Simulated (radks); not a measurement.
The numbers below are computed, except where a source is named.
Ionisation of Sn+, [Kr] 4d10 5s2 5p1, to Sn2+, [Kr] 4d10 5s2, under several functionals. Scalar-relativistic Kohn-Sham, spin-unpolarised, spherical densities, finite nucleus; a radial shooting solver on a logarithmic mesh with Libxc functionals.

functional                                      E(Sn+) (hartree)  Exc (hartree)  IE (eV)  -e(HOMO) (eV)  <r> HOMO (bohr)  IE error (eV)
PBEsol                                               -6174.03834     -161.77942   13.972         10.284            2.886         -0.661
BP86                                                 -6177.90544     -165.68106   14.123         10.428            2.882         -0.510
XLYP                                                 -6177.96802     -165.73592   14.014         10.250            2.922         -0.619
exchange-only PBE                                    -6174.17346     -161.89869   13.257          9.536            2.978         -1.376
Wu-Cohen GGA                                         -6176.03965     -163.80079   13.986         10.297            2.877         -0.647
RPBE                                                 -6177.11901     -164.89412   13.837         10.161            2.922         -0.796
LDA (Slater exchange, Perdew-Wang correlation)       -6171.44587     -159.16514   14.258         10.519            2.876         -0.375
PBE                                                  -6176.78852     -164.55738   13.953         10.256            2.904         -0.680
TASK exchange with Perdew-Wang LDA correlation       -6176.34154     -163.68863   13.345         10.013            2.794         -1.288
AM05                                                 -6171.68552     -159.41306   13.923         10.231            2.888         -0.710

NIST Atomic Spectra Database: 14.633 eV (measured). Closest: LDA (Slater exchange, Perdew-Wang correlation). The Delta-SCF values span 1.00 eV, the total energies 6.52 hartree. The highest occupied level is 5p. Spin polarisation and multiplet splitting are left out, so open shells lie too high by an amount that depends on their filling. Spin-orbit splitting is averaged out at the scalar-relativistic level.

Beside tabulated values, note that spin-unpolarised runs miss the spin-polarisation part of the exchange energy of open shells.
